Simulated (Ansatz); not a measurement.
Geometry optimisation, Ansatz 0.2.0, RHF/def2-SVP.

input.yaml

```yaml
crystal:
  periodic: [false, false, false]
  atoms:
    - { symbol: C, position_ang: [-1.4397, 0.6538, 1.1684] }
    - { symbol: "N", position_ang: [-0.4982, -0.2254, 1.6927] }
    - { symbol: Sn, position_ang: [1.2154, -0.0221, 0.5863] }
    - { symbol: Ge, position_ang: [0.9451, -0.8947, -1.814] }
    - { symbol: O, position_ang: [-0.2842, 0.1518, -2.6811] }
    - { symbol: H, position_ang: [-1.7284, 0.4437, 0.106] }
    - { symbol: H, position_ang: [-1.0892, 1.7479, 1.2016] }
    - { symbol: H, position_ang: [-2.3813, 0.6444, 1.7496] }
    - { symbol: H, position_ang: [-0.2698, 0.0984, 2.7115] }
    - { symbol: H, position_ang: [2.5226, -0.9504, 1.388] }
    - { symbol: H, position_ang: [1.6987, 1.6644, 0.5606] }
    - { symbol: H, position_ang: [0.3248, -2.3396, -1.734] }
    - { symbol: H, position_ang: [2.1726, -0.8839, -2.5865] }
    - { symbol: H, position_ang: [-1.2014, -0.1174, -2.3202] }
basis:
  gaussian: { orbitals: def2-SVP }
hamiltonian:
  xc: hf
relax:
  f_tol: 0.015
  max_steps: 40
```

Run as:

```bash
$ ansatz run input.yaml --threads 2 --pin off --max-ram 3072MiB --backend cpu --events-out ev --progress --plain --runs-dir out
```

Where does it end, and by what steps?

The forces met the threshold. The force dipped under the threshold on the way, but the program's further checks kept it going. After 21 steps the energy has fallen by 0.943 eV; H14 moved furthest, 0.91 Å.

```tsv
step	energy less start (eV)	largest force component (eV/Å)	accepted
0	0.0000	3.263	yes
1	-0.6478	1.839	yes
2	-0.8143	1.168	yes
3	-0.8638	0.577	yes
4	-0.8827	0.219	yes
5	-0.8914	0.229	yes
6	-0.8974	0.183	yes
7	-0.9023	0.364	yes
8	-0.9067	0.153	yes
9	-0.9090	0.509	yes
10	-0.9134	0.515	yes
11	-0.9168	0.679	yes
12	-0.9293	0.261	yes
13	-0.9293	0.261	yes
14	-0.9320	0.531	yes
15	-0.9385	0.210	yes
16	-0.9404	0.102	yes
17	-0.9414	0.059	yes
18	-0.9422	0.043	yes
19	-0.9426	0.011	yes
20	-0.9427	0.029	yes
21	-0.9427	0.011	yes
```

```xyz
14
Properties=species:S:1:pos:R:3
C -1.534 0.774 1.280
N -0.349 0.047 1.685
Sn 1.384 0.034 0.626
Ge 0.832 -0.964 -1.748
O -0.503 0.048 -2.351
H -1.671 0.698 0.200
H -1.511 1.843 1.529
H -2.427 0.348 1.746
H -0.242 0.014 2.681
H 2.463 -0.959 1.512
H 2.070 1.604 0.474
H 0.363 -2.428 -1.693
H 2.008 -0.881 -2.739
H -0.897 -0.207 -3.171
```

Whether the end is a true minimum wasn't checked by a vibrational analysis.

The run took 72 s on 2 threads of Intel(R) Xeon(R) 6975P-C (Granite Rapids), with other jobs on the host, peak memory 0.46 GiB.
